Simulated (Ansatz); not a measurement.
The same ligand exchange along the group Si, Ge, Sn.

Isolated molecules relaxed with PBE0-D4/def2-TZVP in Ansatz; ΔE leaves out vibrations. CBS: MP2 limit from def2 TZ/QZ plus the TZ coupled-cluster correction, frozen cores. This one scheme is used for every species. Functionals use def2-TZVPP. B3LYP here is the variant with VWN-RPA as its local correlation; programs differ in this. def2 core potentials past Kr. For Br, Ge, Sn outer-core shells are correlated without core-valence functions, which leaves a few kJ/mol of doubt a bond. Scalar relativity is left out up to krypton.

```
                                   reaction  HF/CBS(def2) (kJ/mol)  r2SCAN-D4 (kJ/mol)  B3LYP-D4 (kJ/mol)
        `Cl[Si]Br` + HBr → `Br[Si]Br` + HCl                      3                   0                  1
`[Cl][Ge][Br]` + HBr → `[Br][Ge][Br]` + HCl                     -7                  -9                 -9
`[Cl][Sn][Br]` + HBr → `[Br][Sn][Br]` + HCl                    -14                 -13                -14
```

**Question.** Give the CCSD(T)/CBS values in the same order. (Best estimate.)

**Answer.** The calculation gave: 0, -9, -15 kJ/mol.

Largest T1 diagnostic: 0.012, for `[Cl][Sn][Br]`.
